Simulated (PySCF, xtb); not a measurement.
HOP, SMILES O=P.

GFN2-xTB (xtb) at its own geometry gives an orbital gap of 2.17 eV and a dipole moment of 2.06 D.

Geometry optimised at TPSSh-D3(BJ)/def2-TZVPD.

Q: What does PBE/def2-TZVPD (PySCF) give? (An estimate is asked for; the answer gives what the named calculation found.)

A: gap 1.95 eV (levels -6.28 and -4.34 eV), dipole 2.12 D.
